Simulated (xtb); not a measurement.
C4H12Sn, SMILES [CH3][Sn]([CH3])([CH3])[CH3]. All values are semi-empirical tight-binding results from xtb (GFN2-xTB unless named), good for trends rather than for accurate numbers. The structure is a stationary point at GFN2-xTB. The isomer is the one that the SMILES or the coordinates give; other isomers of the formula were not compared.

Optimised geometry:

```xyz
17

C      1.5570    -1.3626    -0.7309
Sn     0.0000     0.0000    -0.0003
C      0.4016     2.0297    -0.7309
C     -1.9586    -0.6671    -0.7309
C      0.0000     0.0000     2.1944
H      1.6009    -1.3413    -1.8136
H      1.3506    -2.3789    -0.4161
H      2.5268    -1.0737    -0.3428
H     -0.3335     2.7252    -0.3428
H      0.3612     2.0571    -1.8136
H      1.3849     2.3591    -0.4161
H     -1.9621    -0.7157    -1.8136
H     -2.1933    -1.6514    -0.3428
H     -2.7355     0.0198    -0.4161
H     -0.1701    -1.0009     2.5737
H      0.9518     0.3531     2.5737
H     -0.7817     0.6478     2.5737
```
Charge 0, spin multiplicity 1.

For metal compounds this method's bond lengths and energies can be far off.

```json
{
  "point_group_as_xtb_finds_it": "T",
  "orbital_gap": "5.23 eV",
  "zero_point_energy": "88.7 kcal/mol",
  "G − E(el) at 298.15 K (modified RRHO)": "66.6 kcal/mol"
}
```

Computed atomic charges and the Wiberg bond orders between heavy atoms:
charges (e) C1 -0.14, Sn2 0.12, C3 -0.14, C4 -0.14, C5 -0.14, H6 0.04, H7 0.04, H8 0.04, H9 0.04, H10 0.04, H11 0.04, H12 0.04, H13 0.04, H14 0.04, H15 0.04, H16 0.04, H17 0.04. Bond orders C1–Sn2 0.74, Sn2–C3 0.74, Sn2–C4 0.74, Sn2–C5 0.74.
